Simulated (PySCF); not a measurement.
Atom-mapped SMILES (the numbers label the heavy atoms): `[H]/[N:1]=[CH:2]\[c:3]1[cH:4][cH:5][cH:6][o:7]1` (H(Xn): hydrogen on atom n).

Method: coordinates at the GFN2-xTB level, σ from GIAO-PBE0/pcSseg-1, in PySCF 2.14 (no relativistic terms, one conformer, no solvent).

Scale: TMS for 13C, 1H; NH3 for 15N; H2O for 17O (reference shieldings calculated alike).

| atoms | nucleus | count | δ (ppm) |
| --- | --- | --- | --- |
| N1 | 15N | 1 | 336.6 |
| H(C4) | 1H | 1 | 7.22 |
| C2 | 13C | 1 | 160.5 |
| O7 | 17O | 1 | 304.6 |
| C4 | 13C | 1 | 116.7 |
| H(N1) | 1H | 1 | ? |
| C3 | 13C | 1 | 158.0 |
| H(C5) | 1H | 1 | 6.81 |
| C6 | 13C | 1 | ? |
| H(C6) | 1H | 1 | ? |
| H(C2) | 1H | 1 | ? |
| C5 | 13C | 1 | 118.9 |

Task: Complete the table.

Result: 
- C6: 149.0 ppm, aromatic CH next to the ring oxygen
- H(N1): 10.90 ppm, hydrogen on an imine nitrogen; exchangeable; this is the value without hydrogen bonding to other molecules
- H(C2): 8.37 ppm, hydrogen on a C=N carbon
- H(C6): 7.54 ppm, hydrogen on an aromatic CH next to the ring oxygen; the ring current deshields protons in the ring plane

OH and NH positions are those of a molecule without intermolecular hydrogen bonds; in solution they move with solvent, concentration and temperature, and exchange usually removes their couplings. Shifts are as computed. Against solution values, carbons near 30 ppm lie about +3 ppm off and those near 130 ppm about +5 ppm. Of 1211 compounds with measured shifts, 218 miss one by over three times the rms of a fit or turn the order of signals round; such compounds aren't used in these exercises. Unscaled 17O shifts of doubly bonded oxygen tend to come out too high, by tens of ppm or more. Experimental scales use liquid or dissolved standards, which lie at an offset from isolated NH3 (liquid NH3: subtract about 20 ppm) and H2O (liquid H2O: subtract about 36 ppm). Unscaled 15N shifts of sp2 nitrogen come out 20 to 40 ppm too high even then.
